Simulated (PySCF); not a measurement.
C₂H₇GaO, SMILES C[O][GaH][CH3]. Geometry optimised at B3LYP-D3(BJ)/def2-SVP. The values are those of a single conformer.

Q: Give the equilibrium geometry at B3LYP-D3(BJ)/def2-SVP (PySCF confirms it by a frequency run) as bond lengths and angles. (An estimate is asked for; the answer gives what the named calculation found.)

A: This is not unique; one that fits is 
Atoms: Ga1 H2 C3 H4 H5 H6 O7 C8 H9 H10 H11. Bonds (Å): Ga1–H2 1.574, Ga1–C3 1.964, Ga1–O7 1.797, C3–H4 1.102, C3–H5 1.102, C3–H6 1.100, O7–C8 1.402, C8–H9 1.107, C8–H10 1.107, C8–H11 1.109. Angles (°): H2–Ga1–C3 131.1, H2–Ga1–O7 115.0, C3–Ga1–O7 113.9, Ga1–C3–H4 110.6, Ga1–C3–H5 110.5, Ga1–C3–H6 110.0, H4–C3–H5 107.6, H4–C3–H6 109.0, H5–C3–H6 109.0, Ga1–O7–C8 126.5, O7–C8–H9 110.6, O7–C8–H10 110.6, O7–C8–H11 113.5, H9–C8–H10 107.2, H9–C8–H11 107.4, H10–C8–H11 107.4.
Charge 0, spin multiplicity 1.
